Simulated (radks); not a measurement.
Dynamic dipole polarisability and lines of the iodine ion I25+, [Ar] 3d10. All-electron calculation, non-relativistic Kohn-Sham, PBE, spin-unpolarised, spherical densities, point nucleus. Program: a radial shooting solver on a logarithmic mesh with Libxc functionals. Time-dependent linear response with the Hartree and adiabatic LDA kernel, continuum included through the Sternheimer equations. Lines are the poles of the dipole polarisability below minus the highest occupied eigenvalue, found on a grid refined at the orbital gaps; the lowest seven at most are given, and weak or close lines can be missed. The first line takes the name of the lowest orbital gap if no other gap lies below it; otherwise a line is named after a gap within 0.6 % of it, if that gap stands alone.

photon energy (eV)  alpha (bohr^3)
0                          0.01331
67.331                     0.01336
157.11                     0.01369
246.88                     0.01440
336.65                     0.01558
426.43                     0.01753
516.20                     0.02116
605.98                     0.03923
695.75                     0.03284
785.53                      0.1979
875.30                   -0.007260
965.08                    -0.03060
1054.9                    -0.01803
1144.6                    -0.01251
1234.4                    -0.02833
1324.2                    -0.02488

Lines (eV, oscillator strength): 621.10 (1.996 nm, 3d-4p), f = 0.391; 789.79 (1.570 nm, unassigned), f = 0.735; 806.70 (1.537 nm, unassigned), f = 4.73; 918.70 (1.350 nm, 3p-4d), f = 1.32; 928.67 (1.335 nm, unassigned), f = 0.169. Higher lines, where found, are left out when the end of the mesh affects them. Those listed give 62 % of the static polarisability (sum of f/w^2). Orbital energy gaps for comparison: 3d-4p 617.77 eV; 3d-4f 787.26 eV; 3p-4s 788.41 eV; 3p-4d 916.61 eV; 3d-5p 927.32 eV.
